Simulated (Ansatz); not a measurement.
Li2Cl2⁺. The state is a doublet with charge 1. Geometry PBE-D4/def2-TZVP.

Cartesian coordinates in Å:
```
Li 0.327 0.037 -3.295
Li -0.107 -0.010 1.072
Cl -0.319 -0.036 3.361
Cl 0.098 0.008 -1.138
```

At PBE-D4/def2-TZVP the gap within one spin of the charge 1 doublet nearly closes, so an electron or hole may be smeared out by delocalisation error. Another isomer (doublet) lies 0.60 eV lower at PBE0-D4/def2-TZVP; other spin states weren't run for this one.

Problem. Estimate the α-spin orbital energies around the gap (eV) in Ansatz with PBE-D4/def2-TZVP, r2SCAN-D4/def2-TZVP, PBE0-D4/def2-TZVP, CAM-B3LYP-D4/def2-TZVP.

Solution. 
```csv
orbital,PBE-D4/def2-TZVP,r2SCAN-D4/def2-TZVP,PBE0-D4/def2-TZVP,CAM-B3LYP-D4/def2-TZVP
HOMO−9,-57.22,-58.58,-60.75,-62.26
HOMO−8,-55.86,-57.48,-60.02,-61.56
HOMO−7,-24.89,-26.42,-28.82,-30.45
HOMO−6,-23.95,-24.42,-25.43,-27.03
HOMO−5,-13.62,-14.71,-16.57,-17.97
HOMO−4,-13.19,-13.71,-15.48,-16.97
HOMO−3,-12.95,-13.16,-14.95,-16.44
HOMO−2,-12.39,-13.16,-13.73,-15.11
HOMO−1,-12.17,-12.07,-12.45,-13.82
HOMO,-11.94,-11.90,-12.44,-13.81
LUMO,-5.45,-4.34,-4.56,-4.19
LUMO+1,-4.38,-3.59,-3.84,-3.29
LUMO+2,-3.88,-2.98,-3.06,-2.48
LUMO+3,-3.84,-2.89,-2.97,-2.43
LUMO+4,-3.43,-2.48,-2.63,-2.10
LUMO+5,-3.32,-2.42,-2.57,-2.03
β HOMO,-11.87,-11.84,-12.42,-13.81
β LUMO,-11.81,-11.73,-11.16,-10.00
```
